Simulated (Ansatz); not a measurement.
Worked example: hopping rate and mobility from the reorganisation energy

C₁₄H₁₈, SMILES C(C)(C)(C)C(=C)/C=C/c1ccccc1.

Geometry optimised at PBE-D3(BJ)/def2-SVP. One conformer was computed; it need not be the lowest.

Four-point relaxation energies from PBE-D3(BJ)/def2-SVP (Ansatz, a first-principles code), gas phase: hole: ion 110 meV, neutral 110 meV. Assume, for the exercise, a transfer integral of 10 meV, an outer reorganisation energy of 100 meV, equal site energies, a hop of 5.0 Å along one direction and 298.15 K (kT = 25.69 meV).

Question: Find the Marcus rate and the mobility.

Answer: 
k = (2π/ħ) t² (4π λ kT)^(−1/2) exp(−λ/4kT), ħ = 6.582×10⁻¹³ meV s; for a chain D = k a² and μ = e D/kT.
Hole: λ = 110 + 110 + 100 = 320 meV, barrier λ/4 = 80 meV, k = 1.3e11 s⁻¹, μ = 0.013 cm²/(V s).
The rate is non-adiabatic hopping, which holds while t is well under λ. Disorder and quantum modes are left out.
